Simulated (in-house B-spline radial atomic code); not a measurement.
## How G0W0 and RPA depend on the start: the molybdenum ion Mo⁹⁺

Configuration [Ar] 3d10 4s2 4p3, highest spin. Computed with a B-spline radial code for spherical atoms: all electrons, non-relativistic, point nucleus, each spin shell either full or empty, empty states to l = 9 with an (l + 1/2)⁻⁴ tail; G0W0 by contour deformation at full frequency.

Without relativity these are model numbers: it shifts the levels of so heavy an element strongly and can reorder them.

```csv
start,mean-field 4p up (eV),G0W0 (eV),QP weight,RPA correlation (Eh)
Hartree-Fock,-187.06,-187.87,0.979,-2.3303
PBE,-177.16,?,?,?
PBE0,-179.93,-187.68,0.969,-2.4582
LDA exchange-only,-175.70,-187.66,0.962,-2.5099
r2SCAN0,-180.63,?,?,?
```

Problem. What G0W0 level, weight and RPA correlation energy follow from the PBE start?

Solution. G0W0 level -187.59 eV, weight 0.963, RPA correlation -2.5072 hartree.

Problem. What G0W0 level, weight and RPA correlation energy follow from the r2SCAN0 start?

Solution. G0W0 level -187.72 eV, weight 0.970, RPA correlation -2.4372 hartree.

Problem. How much of the dependence on the start does G0W0 remove?

Solution. The mean-field levels span 11.4 eV and the G0W0 levels 0.276 eV. Against 186.3 ± 1.2 eV (NIST, semi-empirical) the G0W0 removal energies are off by +1.29 to +1.57 eV, with relativity, Breit and QED terms left out.
